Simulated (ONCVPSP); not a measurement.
## boron, ONCV: configuration errors across variants

| Property | Result |
| --- | --- |
| Element | boron |
| Generator | ONCVPSP 4.0.1 |
| Type | optimised norm-conserving Vanderbilt (ONCV) |
| Functional | PBE |
| Relativity | scalar-relativistic |
| Frozen core | [He] |
| Valence charge | 3 |
| Reference configuration | 2s2 2p1 |
| Partial waves | 2s: rc 1.70 bohr, ncon 4, nbas 7, qcut 4.6 1/bohr, 2 projectors, debl 3.8 Ha; 2p: rc 2.70 bohr, ncon 5, nbas 10, qcut 4.2 1/bohr, 2 projectors, debl 3 Ha; d scattering state at 0.29 Ha: rc 2.55 bohr, ncon 4, nbas 7, qcut 3.3 1/bohr, 3 projectors, debl 2.8 Ha |
| Local potential | polynomial inside 1.05 bohr (lpopt 5, dvloc0 0 Ha) |
| Core correction | none |

All-electron excitation energies from the reference (eV): (1) 2s2 2p0 8.220; (2) 2s1 2p0 33.642; (3) 2s2 2p0.5 2.887; (4) 2s1 2p2 5.851.

A true bound ghost makes a file unfit for plane-wave use even where its test errors are small: the radial tests pick states by their node count and pass the ghost by.

Errors AE − PS in meV (a dash: test not solved or not reliable):

```tsv
change	(1)	(2)	(3)	(4)	bound ghosts	GHOST(+) flags above zero
base	+68	+217	+9.4	-6.0	none	none
local potential polynomial inside 1.05 bohr (lpopt 5, dvloc0 -2.5 Ha)	+68	+217	+9.2	-6.2	none	p
local potential polynomial inside 1.05 bohr (lpopt 5, dvloc0 -0.5 Ha)	+68	+217	+9.5	-6.0	none	none
local potential polynomial inside 1.05 bohr (lpopt 5, dvloc0 2 Ha)	+67	+217	+9.4	-6.1	none	none
local potential polynomial inside 1.05 bohr (lpopt 5, dvloc0 4 Ha)	+67	+217	+9.3	-6.1	d	none
local potential polynomial inside 1.05 bohr (lpopt 5, dvloc0 7.5 Ha)	+68	+217	+9.3	-6.0	none	s
```

Task: Give the same row for: local potential polynomial inside 1.05 bohr (lpopt 5, dvloc0 8.5 Ha).

Result: +68, +217, +9.3, -6.2; bound ghosts: none; GHOST(+) flags above zero: none.
